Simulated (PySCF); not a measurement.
**Two-dimensional NMR puzzle**

Compound of formula C₆H₈FN. Correlations simulated from computed shifts and the bond graph:

HSQC (one-bond C–H):
| δH | δC |
| --- | --- |
| 6.26 | 130.2 |
| 5.40 | 84.0 |
| 2.00 | 16.4 |
| 1.86 | 14.3 |

COSY cross peaks (H two or three bonds apart, from the bond graph; peaks can be absent where the dihedral angle is near 90°):
| δH | δH |
| --- | --- |
| 6.26 | 2.00 |

HMBC (two and three bonds, from the bond graph):
| δH | δC |
| --- | --- |
| 6.26 | 133.7, 84.0, 16.4, 14.3 |
| 5.40 | 133.7, 130.2, 120.3, 14.3 |
| 2.00 | 133.7, 130.2 |
| 1.86 | 133.7, 130.2, 84.0 |

Carbons without hydrogens: δ 133.7, 120.3.

- shielding tensors at PBE0/pcSseg-1 (GIAO)
- geometry from GFN2-xTB
- run in PySCF 2.14.0 with density-fitted response routines
- rapidly exchanging positions averaged, no solvent, non-relativistic Hamiltonian, a single conformation

Referencing at the same level of theory: 1H and 13C against TMS.

Exchangeable hydrogens are left out of these lists.

Work out the connectivity.

Answers

`C/C=C(\C)[C@H](F)C#N`.

Mapped SMILES: `[CH3:1]/[CH:2]=[C:3](\[CH3:4])[C@H:5]([F:6])[C:7]#[N:8]` (H(Xn): hydrogen on atom n).

- δC 133.7 is C3, a fully substituted alkene carbon.
- δC 130.2 is C2, an alkene CH (δH 6.26).
- δC 120.3 is C7, a nitrile carbon.
- δC 84.0 is C5, an allylic sp3 CH bonded to F (δH 5.40).
- δC 16.4 is C1, an allylic methyl carbon (δH 2.00).
- δC 14.3 is C4, an allylic methyl carbon (δH 1.86).
- HMBC from δH 6.26 reaches the proton-free carbon C3.
- HMBC from δH 5.40 reaches the proton-free carbons C3, C7.
- HMBC from δH 2.00 reaches the proton-free carbon C3.
- HMBC from δH 1.86 reaches the proton-free carbon C3.
- COSY links 6.26–2.00.

This is the structure that produced the data.

Shifts are as computed. Against solution values, carbons near 30 ppm lie about +3 ppm off and those near 130 ppm about +5 ppm. Of 1211 compounds with measured shifts, 218 miss one by over three times the rms of a fit or turn the order of signals round; such compounds aren't used in these exercises.
